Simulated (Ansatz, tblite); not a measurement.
Removing and adding an electron: (HZn-mu-F)2 (Zn₂H₂F₂). Total charge 0; singlet. Geometry: r2SCAN-D4/def2-SVP. Ansatz, gas phase; energy differences of separate SCF runs; the oxidised species was run as a doublet alone; the reduced species was run as a doublet alone.

```xyz
6

Zn   -0.408   -1.395    0.205
H    -0.832   -2.836    0.418
F     0.468   -0.301   -1.115
Zn    0.408    1.396   -0.206
H     0.827    2.837   -0.420
F    -0.462    0.300    1.118
```

The xTB rows come from tblite. B3LYP takes the VWN-RPA correlation.

| level | −HOMO (eV) | vertical IE (eV) | −LUMO (eV) | vertical EA (eV) | HOMO–LUMO gap (eV) | IE − EA (eV) | remarks |
| --- | --- | --- | --- | --- | --- | --- | --- |
| GFN2-xTB | 12.57 | 15.74 | 4.80 | 1.64 | 7.77 | 14.10 | – |
| r2SCAN-D4/def2-TZVP | 7.83 | 10.62 | 1.26 | – | 6.58 | – | – |
| r2SCAN-D4/def2-TZVPD | 7.82 | – | 1.28 | -0.27 | 6.54 | – | HOMO above zero (-1 doublet) |
| B3LYP-D4/def2-TZVP | 8.63 | 10.90 | 1.08 | – | 7.55 | – | – |
| PBE0-D4/def2-TZVP | 8.79 | 10.86 | 0.73 | – | 8.06 | – | – |
| PBE0-D4/def2-TZVPD | 8.77 | – | 0.82 | -0.28 | 7.95 | – | HOMO above zero (-1 doublet) |
| ωB97X-V/def2-TZVP | 11.21 | 11.49 | -1.17 | – | 12.37 | – | – |

**Question.** Estimate the rows for GFN1-xTB, PBE-D4/def2-TZVP, PBE-D4/def2-TZVPD, r2SCAN0-D4/def2-TZVP, BHLYP-D4/def2-TZVP, ωB97M-V/def2-TZVP.

**Answer.** 
```tsv
level	−HOMO (eV)	vertical IE (eV)	−LUMO (eV)	vertical EA (eV)	HOMO–LUMO gap (eV)	IE − EA (eV)	remarks
GFN1-xTB	11.79	14.95	6.39	3.51	5.40	11.44	–
PBE-D4/def2-TZVP	7.54	10.44	1.64	–	5.90	–	–
PBE-D4/def2-TZVPD	7.54	–	1.70	-0.18	5.83	–	HOMO above zero (-1 doublet)
r2SCAN0-D4/def2-TZVP	9.00	10.97	0.49	–	8.51	–	–
BHLYP-D4/def2-TZVP	9.98	11.21	-0.01	–	9.99	–	–
ωB97M-V/def2-TZVP	11.06	11.44	-0.75	–	11.81	–	–
```

   A HOMO above zero means that the electron is unbound at that level or that self-interaction error raises the level; the energy of removing that electron tells which. Raw xTB energy differences between charge states are shifted by several eV; the methods need an empirical correction for them. A negative affinity means that the extra electron isn't bound; its size then hangs on the basis.
